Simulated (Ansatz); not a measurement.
The cluster AgTe2, relaxed as a doublet with UKS PBE0-D4/def2-TZVP in Ansatz, starting from the GFN2-xTB geometry. Force threshold 0.02 eV/Å.

In the def2 sets Ag, Te take a core potential; there is no spin–orbit coupling. The relaxation made no stability test and no search for a lower SCF solution. The structure comes from a short search, and lower isomers may exist.

Start:

| atom | x (Å) | y (Å) | z (Å) |
| --- | --- | --- | --- |
| Ag1 | -0.241 | -1.253 | -0.881 |
| Te2 | -0.511 | 1.412 | -0.508 |
| Te3 | 0.752 | -0.159 | 1.389 |

Problem. Estimate the energy that the relaxation releases and the steps that it takes.

Solution. 1.0 kJ/mol, in 3 steps; 10 s on 4 threads of Arm Neoverse V2 on a shared host. No frequencies were taken in this run, so the end may be a saddle point.

Problem. Does the start keep its bonding and symmetry?

Solution. By distances, no bond broke or formed. The bond that changes most is Te2–Te3, from 2.77 to 2.72 Å (atoms count from 1). Point group C2v at the start, C2v at the end, both within 0.05 Å.

Problem. Predict the relaxed structure.

Solution. 
```xyz
3

Ag   -0.243   -1.268   -0.890
Te   -0.500    1.407   -0.488
Te    0.743   -0.139    1.378
```
Bond lengths: 2 × Ag–Te 2.72 Å; 1 × Te–Te 2.72 Å.
